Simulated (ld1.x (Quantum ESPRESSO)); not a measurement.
# Reading a pseudo-wave (silicon)

Columns: radius, all-electron u(r) and pseudo u(r) of the 3s shell (level -10.93 eV) of silicon in the configuration [He] 2s2 2p6 3s1.75 3p2.25; revPBE, non-relativistic, ultrasoft scheme, ld1.x (Quantum ESPRESSO) 7.5.

| r (bohr) | all-electron | pseudo |
| --- | --- | --- |
| 0.045 | 0.1712 | -0.1144 |
| 0.090 | 0.1424 | -0.2221 |
| 0.135 | 0.0385 | -0.3173 |
| 0.180 | -0.0793 | -0.3948 |
| 0.225 | -0.1827 | -0.4512 |
| 0.270 | -0.2607 | -0.4845 |
| 0.315 | -0.3105 | -0.4947 |
| 0.360 | -0.3338 | -0.4830 |
| 0.405 | -0.3340 | -0.4522 |
| 0.450 | -0.3154 | -0.4059 |
| 0.495 | -0.2818 | -0.3479 |
| 0.540 | -0.2371 | -0.2824 |
| 0.585 | -0.1843 | -0.2128 |
| 0.630 | -0.1260 | -0.1421 |
| 0.675 | -0.0646 | -0.0723 |
| 0.720 | -0.0016 | -0.0045 |
| 0.765 | 0.0613 | 0.0607 |
| 0.810 | 0.1233 | 0.1232 |
| 0.855 | 0.1833 | 0.1834 |
| 0.900 | 0.2409 | 0.2409 |
| 0.945 | 0.2955 | 0.2955 |
| 0.990 | 0.3469 | 0.3469 |
| 1.035 | 0.3949 | 0.3949 |
| 1.080 | 0.4393 | 0.4393 |
| 1.125 | 0.4802 | 0.4802 |
| 1.170 | 0.5176 | 0.5176 |

**Question.** How many radial nodes do the two functions have?

**Answer.** The all-electron 3s function has n − l − 1 = 2; the pseudo-wave has 1, since 1 lower shell of the same l stays in the valence.

**Question.** At about which radius was the pseudo-wave matched?

**Answer.** 0.90 bohr. The columns agree to 0.0005 from 0.81 bohr on; several derivatives are matched, so the curves merge somewhat inside the radius.

**Question.** Is the pseudo-wave norm-conserving?

**Answer.** No, it belongs to an ultrasoft set: the norm inside the radius is not constrained, and the difference is carried by the augmentation charge.
